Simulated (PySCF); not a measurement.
# Chromium: a sound run and one with changed settings

Sound run: Cr²⁺ [Ar] 3d4, Cr³⁺ [Ar] 3d3. Calculation: PySCF 2.14, in aug-cc-pVDZ (7s6p4d2f, 59 functions); the non-relativistic Hamiltonian (point nucleus). In the sound run the correlated levels freeze [Ar]. The sound run starts from symmetry-adapted Hartree-Fock orbitals and uses a fine grid where one is needed.

Changed run: scalar relativity by spin-free X2C-1e. This setting is unsound on purpose.

| species | method | sound run (hartree) | changed run (hartree) | converged |
| --- | --- | --- | --- | --- |
| Cr²⁺ | UHF | -1042.57979 | -1047.86092 | yes |
| Cr²⁺ | B3LYP | -1043.58886 | -1048.86805 | yes |
| Cr²⁺ | BP86 | -1043.68643 | -1048.96542 | yes |
| Cr²⁺ | MP2 | -1042.61151 | -1047.89276 | yes |
| Cr³⁺ | UHF | -1041.47140 | -1046.75644 | yes |
| Cr³⁺ | B3LYP | -1042.42003 | -1047.70322 | yes |
| Cr³⁺ | BP86 | -1042.51228 | -1047.79527 | yes |
| Cr³⁺ | MP2 | -1041.48236 | -1046.76743 | yes |

Ionisation energy of Cr²⁺:

| method | sound run (eV) | changed run (eV) |
| --- | --- | --- |
| UHF | 30.161 | 30.054 |
| B3LYP | 31.806 | 31.697 |
| BP86 | 31.950 | 31.842 |
| MP2 | 30.726 | 30.622 |
| SCS-MP2 | 30.349 | 30.244 |

Most of the change in total energy is the relativistic energy itself. On top of that the contraction fixes the core shape for the Hamiltonian it was made with, so the changed run is not a good calculation with the other Hamiltonian either.

For comparison, NIST gives 30.959 ± 0.025 eV between the lowest levels.
